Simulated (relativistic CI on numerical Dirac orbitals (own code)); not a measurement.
# Pd4+: L-alpha,beta X-ray emission

Computed with this model: Dirac-Coulomb-Breit CI, orbitals from a KLI potential per configuration, a model potential for QED, valence Slater integrals scaled by 0.7, multiplet model of X-ray emission after core ionisation; configurations [Kr] 4d6 → [He] 2s2 2p5 3s2 3p6 3d10 4s2 4p6 4d6 → [Ar] 3d9 4s2 4p6 4d6; 80 K; Lorentzian 1.4 eV and Gaussian 0.6 eV FWHM. Energies are those of the free ion, without screening or charge transfer. S is read from ⟨S²⟩ = S(S + 1).

free ion: ground-state S = 1.97, centroid 2891.86 eV. Peaks (eV, height): 2836.4 (12), 2840.6 (100), 2988.6 (11), 2992.2 (31).

Strongest unbroadened transitions for free ion:

| Energy (eV) | Relative strength |
| --- | --- |
| 2839.65 | 16.8 |
| 2839.90 | 14.3 |
| 2839.98 | 7.1 |
| 2840.08 | 8.8 |
| 2840.11 | 18.3 |
| 2840.14 | 14.5 |
| 2840.48 | 10.0 |
| 2840.57 | 100.0 |
| 2840.80 | 56.6 |
| 2840.97 | 9.0 |
| 2841.71 | 6.5 |
| 2988.58 | 11.8 |
| 2991.51 | 16.3 |
| 2991.93 | 9.8 |
| 2992.09 | 7.1 |
| 2993.11 | 8.0 |
| 2993.15 | 9.2 |
| 2994.43 | 15.9 |
